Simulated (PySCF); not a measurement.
4-dimethylaminostyrene (SMILES C=Cc1ccc(N(C)C)cc1)

Geometry (Å), atoms numbered from 1 in this order:
```xyz
24

C     4.1666   -0.9575    0.0821
C     3.3099   -0.4093   -0.7904
C     1.8523   -0.3262   -0.6909
C     1.1201    0.3012   -1.7087
C    -0.2629    0.4112   -1.6685
C    -0.9992   -0.1087   -0.5823
N    -2.3680    0.0008   -0.5216
C    -3.0844    0.6198   -1.6033
C    -3.0915   -0.6252    0.5519
C    -0.2653   -0.7496    0.4441
C     1.1146   -0.8488    0.3839
H     3.8371   -1.4260    1.0137
H     5.2415   -0.9542   -0.1114
H     3.7262    0.0409   -1.6997
H     1.6557    0.7173   -2.5671
H    -0.7730    0.9054   -2.4945
H    -2.7440    1.6552   -1.7797
H    -4.1524    0.6617   -1.3559
H    -2.9782    0.0676   -2.5566
H    -4.1656   -0.4469    0.4186
H    -2.9329   -1.7193    0.5866
H    -2.8063   -0.2165    1.5378
H    -0.7819   -1.1762    1.3034
H     1.6341   -1.3524    1.2026
```

Computed with quadratic response CAM-B3LYP/def2-SVPD first hyperpolarisability, Taylor convention, gas phase in PySCF 2.14.0. Geometry: PBE0-D3(BJ)/def2-SVP.

(1) Give the tensor of the second harmonic β(−2ω;ω,ω) at 1064 nm in the axes of these coordinates.

Results:

(1) In au, Taylor convention; rows are the first index (the induced dipole):
```tsv
	xx	yy	zz	xy	xz	yz
x	-2272.1	+15.6	+141.1	+273.4	-94.9	-62.7
y	+262.2	+10.1	-23.8	+14.4	-47.4	+21.2
z	-79.6	+20.1	+43.7	-48.7	+119.4	-22.0
```
Norm of βᵢ = ⅓ Σⱼ (βᵢⱼⱼ + βⱼᵢⱼ + βⱼⱼᵢ): 2146.3 au, hyper-Rayleigh value 932.8 au.
